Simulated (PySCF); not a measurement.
Cl₃Si, SMILES Cl[Si](Cl)Cl (connectivity only; charge and spin as stated), charge +1, multiplicity 1.

The structure is a stationary point at B3LYP-D3(BJ)/def2-SVP. The multiplicity is an assumed one; other spin states were not compared. The isomer is the one that the SMILES or the coordinates give; other isomers of the formula were not compared.

The numbers are results of PBE/def2-TZVPD (PySCF), not measurements.

Symmetry labels are those of the subgroup C2v that the program uses (full group D3h).

Computed valence orbital energies around the gap with their symmetry:
```tsv
orbital	symmetry	energy (eV)
HOMO−7	B1	-17.02
HOMO−6	A1	-17.02
HOMO−5	B2	-15.72
HOMO−4	A1	-14.85
HOMO−3	B1	-14.85
HOMO−2	B2	-14.63
HOMO−1	A2	-14.63
HOMO	B1	-14.02
LUMO	B2	-9.23
LUMO+1	A1	-8.97
LUMO+2	A1	-5.54
LUMO+3	B1	-5.54
```
